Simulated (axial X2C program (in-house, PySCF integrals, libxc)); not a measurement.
Se: configurations by level of theory

Calculated with an axial X2C code built on PySCF integrals, basis dyall-cv3z (cores contracted in-house), spin-free (one-electron X2C) and two-component (2c, atomic mean-field Coulomb and Gaunt terms). Energies in eV from the lowest row of each column (rows without correlated energies are left out; n/a marks j-coupled starts, which PBE0 does not hold); electrons by l are Mulliken totals of the Hartree–Fock solution, and PBE0 can relax to another configuration under the same block occupation. Coupled cluster uses truncated natural virtuals with an MP2 remainder. Frozen shells in the correlated columns: 3 s, 2 p, 1 d.

The low spin-free determinants:

| electrons by l | M_S, M_L | HF | MP2 | CCSD(T) | PBE0 |
| --- | --- | --- | --- | --- | --- |
| s8 p16 d10 | 1, 0 | 0.00 | 0.00 | 0.00 | 0.00 |
| s8 p16 d10 | 1, 1 | 0.12 | 0.00 | 0.00 | 0.07 |
| s8 p16 d10 | 0, 1 | 0.58 | 0.60 | 0.43 | 0.44 |

And the two-component ones:

```json
{"electrons by l": "s8 p16 d10", "2M_J": "4", "HF": "0.06", "MP2": "0.00", "CCSD(T)": "0.00", "PBE0": "0.00"}
{"electrons by l": "s8 p16 d10", "2M_J": "2", "HF": "0.00", "MP2": "0.10", "CCSD(T)": "0.07", "PBE0": "0.03"}
```

Ground level as tabulated from the NIST Atomic Spectra Database (leading term): 2S+1 = 3, L = 1, J = 2.

Spin-free rows of one term, and 2c rows of one J level, should be degenerate; broken spherical symmetry, the missing current term of PBE0 and determinants that mix terms or J levels spread them. The search is wide but not exhaustive and can miss a configuration; gaps between s and d configurations can be off by some tenths of an eV with this basis and core.

The run took 25 s on 1 thread of Intel(R) Xeon(R) Processor @ 2.30GHz, with other jobs on the host.
